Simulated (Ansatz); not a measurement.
C2H6BFSi (`C=C(F)B[SiH3]`), relaxed with RKS PBE-D4/def2-SVP in the Gaussian-basis code of Ansatz from a rough embedded geometry. The force threshold is 0.03 eV/Å; the program also tests the step.

Charge 0, multiplicity 1.

Start:

```xyz
11

C    -2.072    0.227    0.757
C    -0.953    0.483    0.222
F    -0.748    1.700   -0.283
B     0.193   -0.586    0.075
Si    1.894   -0.206   -0.686
H    -2.354   -0.762    1.213
H    -2.898    0.982    0.800
H     0.002   -1.672    0.559
H     2.749   -1.325   -0.612
H     1.671    0.204   -2.086
H     2.516    0.954    0.041
```

Q: By how much does the energy fall, and how many steps does the optimiser take? (Estimate.)

A: The calculation gave: 0.57 eV, in 5 steps.

Q: Which bonds change most? (Best estimate.)

A: Ansatz gave: B4–Si5 from 1.902 to 2.022 Å; Si5–H9 from 1.410 to 1.506 Å; C1–C2 from 1.267 to 1.358 Å; Si5–H10 from 1.476 to 1.510 Å.

Q: Give the relaxed structure. (Best estimate.)

A: Computed: 
```xyz
11

C    -2.180    0.234    0.782
C    -0.955    0.438    0.232
F    -0.690    1.668   -0.286
B     0.157   -0.632    0.155
Si    1.931   -0.180   -0.704
H    -2.425   -0.749    1.208
H    -2.941    1.031    0.813
H    -0.100   -1.723    0.626
H     2.918   -1.317   -0.694
H     1.718    0.238   -2.139
H     2.565    0.992    0.007
```
